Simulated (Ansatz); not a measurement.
Ge₅Se⁺. Total charge 1; doublet. Geometry r2SCAN-D4/def2-SVP, that of the neutral singlet; atoms count from 1.

```xyz
6

Ge    0.144    0.151    1.535
Ge   -0.947   -1.078   -0.609
Ge   -2.234    0.795   -0.051
Ge    1.209   -1.981    0.216
Ge   -0.080    1.856   -0.657
Se    1.907    0.256   -0.433
```

Another isomer (singlet) lies 0.04 eV lower at PBE0-D4/def2-TZVP; other spin states weren't run for this one.

Question: Estimate the Mulliken populations from the PBE0/def2-SVP orbitals of Ansatz.

Answer: 
```tsv
atom	charge (e)	spin (α − β)
Ge1	0.08	0.00
Ge2	0.11	0.15
Ge3	0.26	0.33
Ge4	0.36	0.04
Ge5	0.33	0.41
Se6	-0.14	0.06
```
Mulliken values and Mayer orders depend strongly on the basis.

Question: Where does the spin sit?

Answer: Summed by element: Ge 0.94, Se 0.06, of 1 unpaired in all. Largest on single atoms: Ge5 0.41, Ge3 0.33, Ge2 0.15.

Question: And the Mayer bond orders between bonded heavy atoms (over 0.3)?

Answer: Ge1–Ge2 0.57 (2.70 Å); Ge1–Ge4 0.50 (2.72 Å); Ge1–Ge5 0.50 (2.79 Å); Ge1–Se6 0.62 (2.64 Å); Ge2–Ge3 0.92 (2.34 Å); Ge2–Ge4 0.76 (2.48 Å); Ge3–Ge5 0.79 (2.48 Å); Ge4–Se6 0.76 (2.43 Å); Ge5–Se6 0.75 (2.56 Å). Values over 0.3 also appear between atoms too far apart for a bond (Ge1–Ge3 0.40 at 2.93 Å; Ge2–Ge5 0.32 at 3.06 Å); they arise where an orbital or an unpaired electron spreads over both atoms.
